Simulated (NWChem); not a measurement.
System: SnSiH6O; SMILES [SnH3][O][SiH3]

Results from NWChem. All runs use the structure optimised with PBE0/def2-SVP (def2 core potentials past Kr).

### Question
What does the run give for Hartree-Fock/3-21G, non-relativistic? Quantities: highest occupied level (eV); orbital gap (eV); dipole (D).

### Answer
```
Property                     Result
---------------------------  ------
highest occupied level (eV)  -11.36
orbital gap (eV)              14.21
dipole (D)                     2.17
```
